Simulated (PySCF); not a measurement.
## Ionisation energy of Te³⁸⁺ by level of theory

Te³⁸⁺ [Ne] 3s2 3p2 (3P) → Te³⁹⁺ [Ne] 3s2 3p1 (2P), as a difference of total energies. Computed with PySCF 2.14 in an uncontracted even-tempered set (16 s from 6.6 bohr⁻², ratio 2.5; 10 p from 8.6 bohr⁻², ratio 2.5; 4 d from 35 bohr⁻², ratio 2.7; 4 f from 52 bohr⁻², ratio 2.7), with no relativity, point nucleus. Correlated levels: outer shells: 1s2 frozen; virtual orbitals above 40 to 60 times the deepest correlated orbital energy dropped. The calculations carry no spin-orbit coupling.

```json
{"method": "UHF", "ionisation energy (eV)": "2622.2"}
{"method": "LDA", "ionisation energy (eV)": "2623.7"}
{"method": "PBE", "ionisation energy (eV)": "2624.2"}
{"method": "PBE0", "ionisation energy (eV)": "2624.0"}
{"method": "r2SCAN", "ionisation energy (eV)": "2624.3"}
{"method": "TPSS", "ionisation energy (eV)": "2624.1"}
{"method": "M06-L", "ionisation energy (eV)": "2623.3"}
{"method": "MP2 (outer shells)", "ionisation energy (eV)": "2622.5"}
{"method": "SCS-MP2 (outer shells)", "ionisation energy (eV)": "2622.2"}
```

Spin-orbit coupling is strong in these open shells (close to jj coupling). The scalar numbers leave it out and a first-order estimate fails, so it can dominate the gap to the real levels.

The gap to the reference is mostly relativistic.

For comparison: 2700 ± 4 eV (theoretical estimate listed by NIST; NIST Atomic Spectra Database, ionization energies).
